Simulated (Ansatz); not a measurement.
Compare A (`[SiH3]BOC[SiH3]`) with its isomer B (`B[SiH2]OC[SiH3]`).

Gas-phase electronic energies from Ansatz, PBE0-D4/def2-TZVP geometries. CCSD(T)/CBS is the MP2 limit (def2-TZVPP, def2-QZVPP) plus CCSD(T) − MP2 in def2-TZVPP, frozen cores. Functionals use def2-TZVPP. B3LYP here is the variant with VWN-RPA as its local correlation; programs differ in this. One conformer a species, not always the lowest.

Problem. Which isomer does CCSD(T)/CBS put lower? Give the gap. (Best estimate.)

Solution. Computed: A, by 15.2 kcal/mol.

Problem. Give E(B) − E(A) in kcal/mol with HF/def2-TZVPP, ωB97M-V, CCSD(T)/def2-TZVPP, r2SCAN-D4, B3LYP, B2PLYP, MP2/def2-TZVPP. (An estimate is asked.)

Solution. The calculation gave: HF/def2-TZVPP 10.0, ωB97M-V 15.8, CCSD(T)/def2-TZVPP 15.8, r2SCAN-D4 16.7, B3LYP 15.9, B2PLYP 15.5, MP2/def2-TZVPP 15.0. None reverses the order clearly.

Largest T1 diagnostic: 0.015.

In def2-TZVPP, CCSD(T) changes the Hartree–Fock value by +5.8 kcal/mol (the triples alone add +1.2 kcal/mol) and MP2 by +5.0 kcal/mol. From PBE to PBE0 (25 % exact exchange), in def2-TZVPP and without D4, E(B) − E(A) moves by −1.8 kcal/mol.
